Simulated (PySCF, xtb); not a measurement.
BrFH4N2Si, SMILES [Si](F)(N)(N)Br. Other conformers were not sampled.

Harmonic wavenumbers (cm⁻¹) from GFN2-xTB (xtb) at its own minimum, in rising order: 138, 152, 187, 202, 218, 245, 250, 408, 418, 459, 768, 798, 815, 943, 1007, 1499, 1503, 3503, 3507, 3546, 3550.

Question: What does PySCF with ωB97X-D3(BJ)/def2-SVP give at its own minimum? (Estimate from the structure and the level; the computed values follow.)

Answer: 172, 182, 231, 261, 277, 317, 369, 404, 415, 467, 785, 822, 840, 952, 990, 1537, 1546, 3630, 3632, 3730, 3738. Paired by order, the mean absolute difference is 58 cm⁻¹ and the zero-point energies are 34.5 and 36.2 kcal/mol.
